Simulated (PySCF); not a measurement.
# Radial density of Ar²⁺ (argon, charge +2)

revPBE, [Ne] 3s1 3p5, 3s spin antiparallel (an excited configuration). Computed with PySCF 2.14 in dyall-acv3z (19s12p6d4f, 113 functions), with scalar relativity by spin-free X2C-1e.

```csv
r (bohr),4πr²ρ (e/bohr),4πr²(ρα − ρβ)
0.00132,0.09832,-0.0005
0.00222,0.2586,-0.0012
0.00373,0.6672,-0.0031
0.00627,1.665,-0.0078
0.0105,3.921,-0.0182
0.0177,8.360,-0.0378
0.0298,15.06,-0.0628
0.0502,20.54,-0.0611
0.0844,18.74,0.0210
0.142,14.57,0.1064
0.239,19.75,-0.0316
0.402,16.91,-0.0654
0.676,5.129,-0.0340
1.14,4.972,-0.1775
1.91,2.274,0.0960
3.22,0.1311,0.0185
5.41,0.0005172,0.0001
```

Densities and radii are taken from the X2C orbitals without a picture-change correction, which distorts them close to the nucleus.

With the s spin flipped the determinant is a mixture of two multiplicities, not a spectroscopic state.
